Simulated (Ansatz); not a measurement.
Calculated with Ansatz (gas phase, PBE0-D4/def2-TZVP geometries, no zero-point term in ΔE). CCSD(T)/CBS adds triple-zeta CCSD(T) − MP2 to the extrapolated MP2 energy (def2 sets, frozen cores). Functionals use def2-TZVPP. For Ge outer-core shells are correlated without core-valence functions, which leaves a few kJ/mol of doubt a bond. Scalar relativity is left out up to krypton. One conformer a species, not always the lowest.

Consider the isomerisation: `N/C(Cl)=[CH]/[GeH3]` → `C=[CH][GeH]([NH2])[Cl]`.

```tsv
level	ΔE (kJ/mol)
PBE0-D4	-171.8
ωB97X-V	-181.3
ωB97M-V	-183.9
HF/CBS(def2)	-211.1
```

Q: What does CCSD(T)/CBS give? (Best estimate.)

A: Computed: -191.1 kJ/mol. The listed levels differ from it by 19.3, 9.8, 7.2, -20.0 kJ/mol.

Largest T1 diagnostic among the species: 0.012.

From PBE to PBE0 (25 % exact exchange), in def2-TZVPP and without D4, ΔE moves by −9.4 kJ/mol. In def2-TZVPP, CCSD(T) changes the Hartree–Fock value by +20.3 kJ/mol (the triples alone add +4.4 kJ/mol) and MP2 by +20.5 kJ/mol.
